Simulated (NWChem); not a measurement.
System: C₃H₅FO; SMILES CO/C=C/F

The following NWChem deck was run.

```
start job
memory heap 200 mb stack 900 mb global 1100 mb
geometry units angstroms noautosym nocenter noautoz
  C     -0.291740     2.252788    -0.097422
  O      0.475986     1.122061     0.216677
  C     -0.194903    -0.048336     0.202701
  C      0.409480    -1.192774    -0.117398
  F     -0.239239    -2.355438    -0.042327
  H      0.347164     3.133491     0.048906
  H     -1.173487     2.341351     0.564524
  H     -0.640620     2.234498    -1.145654
  H     -1.250922    -0.040260     0.506295
  H      1.453197    -1.271168    -0.431414
end
basis spherical
  * library def2-svp
end
dft
  xc b3lyp
  iterations 150
  mulliken
end
task dft energy
esp
  recalculate
  probe 0.07
  range 0.3
  factor 1.0
  spacing 0.02
end
task esp
```

Excerpt of the output:

```
             Northwest Computational Chemistry Package (NWChem) 7.3.0
             --------------------------------------------------------

                             Geometry "geometry" -> ""
                             -------------------------

 Output coordinates in angstroms (scale by  1.889725989 to convert to a.u.)

  No.       Tag          Charge          X              Y              Z
 ---- ---------------- ---------- -------------- -------------- --------------
    1 C                    6.0000    -0.29174000     2.25278800    -0.09742200
    2 O                    8.0000     0.47598600     1.12206100     0.21667700
    3 C                    6.0000    -0.19490300    -0.04833600     0.20270100
    4 C                    6.0000     0.40948000    -1.19277400    -0.11739800
    5 F                    9.0000    -0.23923900    -2.35543800    -0.04232700
    6 H                    1.0000     0.34716400     3.13349100     0.04890600
    7 H                    1.0000    -1.17348700     2.34135100     0.56452400
    8 H                    1.0000    -0.64062000     2.23449800    -1.14565400
    9 H                    1.0000    -1.25092200    -0.04026000     0.50629500
   10 H                    1.0000     1.45319700    -1.27116800    -0.43141400

 Effective nuclear repulsion energy (a.u.)     170.3356016280

                                 NWChem DFT Module
                                 -----------------

 Summary of "ao basis" -> "ao basis" (spherical)
 ------------------------------------------------------------------------------
       Tag                 Description            Shells   Functions and Types
 ---------------- ------------------------------  ------  ---------------------
 C                          def2-svp                 6       14   3s2p1d
 O                          def2-svp                 6       14   3s2p1d
 F                          def2-svp                 6       14   3s2p1d
 H                          def2-svp                 3        5   2s1p

            General Information
            -------------------
          SCF calculation type: DFT
          Wavefunction type:  closed shell.
          No. of atoms     :    10
          No. of electrons :    40
           Alpha electrons :    20
            Beta electrons :    20
          Charge           :     0
          Spin multiplicity:     1
          Use of symmetry is: off; symmetry adaption is: off
          Maximum number of iterations: 150
          AO basis - number of functions:    95
                     number of shells:    45
          Convergence on energy requested:  1.00D-06
          Convergence on density requested:  1.00D-05
          Convergence on gradient requested:  5.00D-04

              XC Information
              --------------
                         B3LYP Method XC Potential
                     Hartree-Fock (Exact) Exchange  0.200
                        Slater Exchange Functional  0.800 local
                    Becke 1988 Exchange Functional  0.720 non-local
              Lee-Yang-Parr Correlation Functional  0.810
                  VWN I RPA Correlation Functional  0.190 local

             Grid Information
             ----------------
          Grid used for XC integration:  medium
          Radial quadrature: Mura-Knowles
          Angular quadrature: Lebedev.
          Tag              B.-S. Rad. Rad. Pts. Rad. Cut. Ang. Pts.
          ---              ---------- --------- --------- ---------
          C                   0.70       49          11.0       434
          O                   0.60       49           8.0       434
          F                   0.50       49          13.0       434
          H                   0.35       45          12.0       434
          Grid pruning is: on
          Number of quadrature shells:   470
          Spatial weights used:  Erf1

      Superposition of Atomic Density Guess
      -------------------------------------

 Sum of atomic energies:        -289.35449186

      Non-variational initial energy
      ------------------------------

 Total energy =    -291.839470
 1-e energy   =    -733.790647
 2-e energy   =     271.615575
 HOMO         =      -0.240689
 LUMO         =       0.071341

     ---------------------------------------------
      Total Density - Mulliken Population Analysis
     ---------------------------------------------

    Atom       Charge   Shell Charges
 -----------   ------   -------------------------------------------------------
    1 C    6     5.88   1.99  0.93  0.21  1.85  0.85  0.05
    2 O    8     8.53   1.99  1.09  0.67  2.95  1.82  0.01
    3 C    6     5.87   1.99  0.94  0.22  1.85  0.81  0.06
    4 C    6     5.69   1.99  0.92  0.26  1.75  0.71  0.06
    5 F    9     9.37   1.99  1.14  0.77  3.43  2.04  0.01
    6 H    1     0.92   0.69  0.21  0.02
    7 H    1     0.93   0.69  0.22  0.02
    8 H    1     0.94   0.69  0.22  0.02
    9 H    1     0.93   0.68  0.23  0.02
   10 H    1     0.94   0.68  0.24  0.02

   convergence    iter        energy       DeltaE   RMS-Dens  Diis-err
 ---------------- ----- ----------------- --------- --------- ---------
 d= 0,ls=0.0,diis     1   -292.0480810859 -4.62D+02  1.14D-02  6.23D-01
 d= 0,ls=0.0,diis     2   -292.0601181666 -1.20D-02  5.91D-03  6.11D-01
 d= 0,ls=0.0,diis     3   -292.1141030688 -5.40D-02  1.55D-03  6.47D-02
 d= 0,ls=0.0,diis     4   -292.1191302415 -5.03D-03  6.65D-04  4.85D-03
 d= 0,ls=0.0,diis     5   -292.1195996033 -4.69D-04  2.44D-04  8.29D-04
  Resetting Diis
 d= 0,ls=0.0,diis     6   -292.1196906722 -9.11D-05  5.57D-05  4.73D-05
 d= 0,ls=0.0,diis     7   -292.1196959717 -5.30D-06  1.58D-05  1.05D-06
 d= 0,ls=0.0,diis     8   -292.1196958553  1.16D-07  9.63D-06  1.96D-06

         Total DFT energy =     -292.119695855326
      One electron energy =     -737.174136662948
           Coulomb energy =      311.883533418623
    Exchange-Corr. energy =      -37.164694238987
 Nuclear repulsion energy =      170.335601627986

 Numeric. integr. density =       40.000007649818

                       DFT Final Molecular Orbital Analysis
                       ------------------------------------

 Vector   18  Occ=2.000000D+00  E=-3.585228D-01
              MO Center=  8.7D-02,  1.4D+00,  1.1D-02, r^2= 2.6D+00
   Bfn.  Coefficient  Atom+Function         Bfn.  Coefficient  Atom+Function
  ----- ------------  ---------------      ----- ------------  ---------------
    18      0.303459   2 O  px               20      0.251940   2 O  pz
    81      0.238290   8 H  s                71     -0.227051   6 H  s
    21      0.208481   2 O  px                6     -0.198820   1 C  pz
    34      0.196620   3 C  pz                4     -0.189977   1 C  px
    23      0.175698   2 O  pz               33     -0.127832   3 C  py

 Vector   19  Occ=2.000000D+00  E=-3.247119D-01
              MO Center=  3.4D-02,  8.9D-01,  1.3D-01, r^2= 2.4D+00
   Bfn.  Coefficient  Atom+Function         Bfn.  Coefficient  Atom+Function
  ----- ------------  ---------------      ----- ------------  ---------------
    18      0.369027   2 O  px               20     -0.291023   2 O  pz
    21      0.260483   2 O  px               76      0.208523   7 H  s
    23     -0.204787   2 O  pz               32     -0.192946   3 C  px
    86      0.172336   9 H  s                 4     -0.145285   1 C  px
    34     -0.145421   3 C  pz               87      0.140761   9 H  s

 Vector   20  Occ=2.000000D+00  E=-2.259474D-01
              MO Center=  1.4D-01, -3.0D-01,  3.7D-02, r^2= 2.5D+00
   Bfn.  Coefficient  Atom+Function         Bfn.  Coefficient  Atom+Function
  ----- ------------  ---------------      ----- ------------  ---------------
    20      0.359552   2 O  pz               48     -0.361136   4 C  pz
    34     -0.306284   3 C  pz               23      0.290684   2 O  pz
    62     -0.241790   5 F  pz               51     -0.226910   4 C  pz
    37     -0.202410   3 C  pz               65      0.194765   5 F  pz
    82      0.133167   8 H  s                46     -0.120516   4 C  px

[...]

                     NWChem Electrostatic Potential Fit Module
                     -----------------------------------------

 Atom parameters

 Number of atoms is                                   10
 Number of basis functions is                         95

 Grid parameters

 Maximum number of grid points is                  40002
 Number of grid points is                          40001
 Grid range                                     0.300000 nm
 Grid spacing                                   0.020000 nm
 Probe radius                                   0.070000 nm
 Atom radius factor                             1.000000

 Atomic radii

    1    0.100000
    6    0.147000
    8    0.136000
    9    0.128000
 FASTESP  F
  using M.O. file = ./job.movecs

    Atom              Coordinates                           Charge

                                                  ESP

    1 C    -0.029174    0.225279   -0.009742    0.298949
    2 O     0.047599    0.112206    0.021668   -0.345947
    3 C    -0.019490   -0.004834    0.020270    0.039488
    4 C     0.040948   -0.119277   -0.011740   -0.006759
    5 F    -0.023924   -0.235544   -0.004233   -0.172528
    6 H     0.034716    0.313349    0.004891   -0.002781
    7 H    -0.117349    0.234135    0.056452   -0.019117
    8 H    -0.064062    0.223450   -0.114565   -0.028055
    9 H    -0.125092   -0.004026    0.050630    0.107686
   10 H     0.145320   -0.127117   -0.043141    0.129064
                                            ------------
                                               -0.000000

 Dipole moment                                  0.828010

 Quadrupole moment Qxx                          3.843427
                   Qyy                         -3.924757
                   Qzz                          0.081331

 RMS deviation kJ/mol                           0.066030

 RRMS %                                        36.761911
```

Level: B3LYP/def2-SVP. All runs use the structure optimised with PBE0/def2-SVP.
